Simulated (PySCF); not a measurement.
# Deuteron quadrupole couplings in `C[C+](CF)C(F)F`

Compound: C4H6F3 (charge +1).
Z-matrix (Å and degrees, GFN2-xTB geometry), rows numbered from 1:
```
C 
C   1  1.4257
C   2  1.4512  1  123.85
F   3  1.3450  2  114.02  1  -172.85
C   2  1.5130  1  118.96  3   179.26
F   5  1.3385  2  110.60  1  -122.80
F   5  1.3392  2  110.69  1    -2.63
H   1  1.1040  2  110.47  3   126.26
H   1  1.0875  2  115.07  3     0.09
H   1  1.1064  2  109.30  3  -126.46
H   3  1.1071  2  112.60  1   -49.06
H   3  1.1133  2  109.28  1    66.69
H   5  1.1134  2  110.15  1   117.71
```

Level: PBE0/pcSseg-1 (PySCF, non-relativistic); Q(2H) = 0.00286 b; rigid geometry, the same for H and D, with no vibrational averaging.

Problem. Rank these positions by the coupling χzz of a deuteron there, largest first.
A. H12 (methylene hydrogen)
B. H11 (methylene hydrogen)
C. H13 (methine hydrogen)
D. H9 (methyl hydrogen)
E. H8 (methyl hydrogen)

Solution. D (200 kHz), E (186 kHz), B (176 kHz), A (171 kHz), C (161 kHz).

Problem. Give the electric field gradient Vzz (the principal value of largest size), its asymmetry and the 2H coupling at each hydrogen.

Solution. 
```
atom  bonded to  bond length (Å)  Vzz (au)     η  χzz (kHz)
  H8         C1            1.104    0.2772  0.06        186
  H9         C1            1.088    0.2979  0.06        200
 H10         C1            1.106    0.2720  0.06        183
 H11         C3            1.107    0.2621  0.09        176
 H12         C3            1.113    0.2544  0.09        171
 H13         C5            1.113    0.2389  0.01        161
```

Problem. How does χzz go with the bond length over the 6 C–H bonds?

Solution. A straight-line fit has a slope of -13.3 kHz for each 0.01 Å, with a correlation coefficient of -0.93, over lengths from 1.088 to 1.113 Å. The longer bonds have the smaller couplings here.

Problem. A static deuteron (I = 1) shows a doublet split by (3/2)χ, (3/4)χ(1 + η) and (3/4)χ(1 − η) with the field along z, y and x of the gradient. What are these for H12?

Solution. With |χ| = 171.0 kHz and η = 0.090: 256, 140 and 117 kHz, to first order and without motion.

The structure is a single GFN2-xTB conformer in the gas phase; no vibrational or solvent corrections. GFN2-xTB bond lengths can be off by several hundredths of an ångström, more for odd bonds, and the gradients follow them. The basis is small and wasn't made for field gradients, so the couplings can be 20 % off.
